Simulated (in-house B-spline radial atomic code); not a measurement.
Configurations of Mn²⁺, with energies counted from [Ar] 3d5. Method: non-relativistic HSE06, spin-polarised, spherical fractional occupations, exact exchange averaged over the configuration, point nucleus. Calculated with a B-spline radial code for spherical atoms. Shells without spins written out take the highest spin.

Occupations are held fixed; configurations that lie above the ionisation limit could autoionise.

```csv
configuration,E - E(ref) (eV),highest orbital,its <r> (bohr)
[Ar] 3d4 4s1,8.0093,4s up,2.481
[Ar] 3d4 4p1,13.976,4p up,2.88
[Ne] 3s2 3p5 3d5 4p1,56.421,4p up,2.854
[Ne] 3s2 3p5 3d5 4d1,64.217,4d up,4.042
```

Problem. Order these further configurations by energy, lowest first.
A. [Ne] 3s2 3p5 3d5 4f1
B. [Ar] 3d4 4f1
C. [Ne] 3s2 3p5 3d6
D. [Ne] 3s2 3p5 3d5 4s1

Solution. B (26.161 eV), C (47.659 eV), D (50.378 eV), A (68.794 eV).
